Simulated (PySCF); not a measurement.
A PySCF script (with the pyscf-properties extension) for the NMR shieldings of `CCC1=C([SiH2]C=O)C[SiH2]1`, C6H12OSi2, on a GFN2-xTB geometry:

```python
import basis_set_exchange as bse
import numpy as np
from pyscf import gto, dft
from pyscf.prop import nmr

atoms = """
C    -2.154739   -1.269001   -0.244686
C    -0.923851   -0.776527   -1.004275
C    -0.423751    0.498814   -0.426609
C     0.743550    0.757665    0.194896
Si    2.235671   -0.310888    0.581065
C     1.771174   -2.158942    0.382885
O     2.275686   -2.906426   -0.419021
C     0.652828    2.228872    0.566816
Si   -1.100802    2.258881   -0.223035
H    -2.943044   -0.519659   -0.280212
H    -2.529164   -2.192199   -0.680373
H    -1.904014   -1.453843    0.797534
H    -0.136012   -1.535728   -0.966798
H    -1.191266   -0.619336   -2.053382
H     2.589644   -0.143528    1.998770
H     3.367577   -0.013126   -0.297325
H     0.998870   -2.564414    1.076726
H     1.426336    2.830651    0.092674
H     0.724152    2.397315    1.639994
H    -1.267753    3.058991   -1.434982
H    -2.220011    2.449371    0.698866
"""
names = dict.fromkeys(["C", "Si", "O", "H"], "pcSseg-1")
basis = {el: gto.basis.parse(bse.get_basis(n, elements=[el], fmt="nwchem")) for el, n in names.items()}
mol = gto.M(atom=atoms, basis=basis, charge=0, verbose=0)
mf = dft.RKS(mol, xc="PBE0")
mf.grids.level = 2
mf.grids.alignment = dft.numint.BLKSIZE   # the property module wants whole blocks of grid points
mf.conv_tol = 1e-9
mf.kernel()

calc = nmr.RKS(mf)   # GIAO
C = mf.mo_coeff
Co = C[:, mf.mo_occ > 0]
resp = mf.gen_response(singlet=True, hermi=2)
def vind(x):   # induced exchange potential for any number of trial vectors
    d = np.einsum("pi,xij,qj->xpq", C, 2 * x.reshape(-1, C.shape[1], Co.shape[1]), Co, optimize=True)
    return np.einsum("xpq,pi,qj->xij", resp(d - d.transpose(0, 2, 1)), C, Co, optimize=True).ravel()
mo1, _ = nmr.rhf.solve_mo1(calc, with_cphf=vind)
sigma = calc.kernel(mo1)
for i, s in enumerate(sigma):   # ppm
    w = np.linalg.eigvalsh((s + s.T) / 2)
    print("%2d %-2s iso %8.1f  s11 %8.1f  s22 %8.1f  s33 %8.1f" % (i, mol.atom_pure_symbol(i), w.mean(), *w))
```

Task: Give the expected output.

Result: 
```
 0 C  iso    169.2  s11    159.2  s22    163.7  s33    184.6
 1 C  iso    151.6  s11    139.4  s22    146.8  s33    168.7
 2 C  iso      4.5  s11   -104.5  s22    -12.7  s33    130.7
 3 C  iso     29.2  s11    -78.6  s22     31.5  s33    134.6
 4 Si iso    419.5  s11    395.5  s22    426.2  s33    436.9
 5 C  iso    -58.9  s11   -183.9  s22    -88.4  s33     95.6
 6 O  iso   -612.8  s11  -1687.5  s22   -555.4  s33    404.6
 7 C  iso    167.9  s11    144.0  s22    171.4  s33    188.3
 8 Si iso    389.1  s11    349.8  s22    365.2  s33    452.2
 9 H  iso     30.6  s11     26.8  s22     29.3  s33     35.6
10 H  iso     30.4  s11     26.2  s22     27.5  s33     37.7
11 H  iso     30.8  s11     27.2  s22     29.6  s33     35.7
12 H  iso     29.6  s11     25.2  s22     29.0  s33     34.6
13 H  iso     29.5  s11     25.9  s22     28.0  s33     34.7
14 H  iso     27.1  s11     24.5  s22     25.8  s33     31.1
15 H  iso     27.4  s11     24.7  s22     25.5  s33     32.2
16 H  iso     19.1  s11     12.7  s22     21.3  s33     23.2
17 H  iso     29.8  s11     27.2  s22     27.4  s33     35.0
18 H  iso     29.9  s11     27.2  s22     27.4  s33     35.1
19 H  iso     26.6  s11     23.9  s22     24.7  s33     31.2
20 H  iso     26.4  s11     23.8  s22     24.9  s33     30.6
```

These numbers come from an equivalent density-fitted implementation of the same equations, which agrees with the script to about 0.01 ppm for H and up to a few tenths of a ppm for heavy atoms, so last digits may differ.

Task: Turn these shieldings into chemical shifts. δ = σ(ref) − σ, references computed at the same level: TMS for ¹³C (186.93 ppm), ²⁹Si (349.16 ppm), ¹H (31.72 ppm); ¹⁷O (336.08 ppm) against H2O.

Result: Averaging equivalent atoms: C 5: 245.8; C 2: 182.4; C 3: 157.7; C 1: 35.3; C 7: 19.0; C 0: 17.8; Si 8: -39.9; Si 4: -70.4; O 6: 948.9; H 16: 12.64; H 19/20: 5.20; H 14/15: 4.43; H 12/13: 2.15; H 17/18: 1.84; H 9/10/11: 1.10 ppm. Unscaled 17O shifts of doubly bonded oxygen tend to come out too high, by tens of ppm or more. Experimental scales use liquid or dissolved standards, which lie at an offset from isolated H2O (liquid H2O: subtract about 36 ppm).

Size and cost of the density-fitted run: 227 basis functions, 93 s wall time on 1 thread of an Arm Neoverse N1, shared host; peak memory 1.1 GiB.
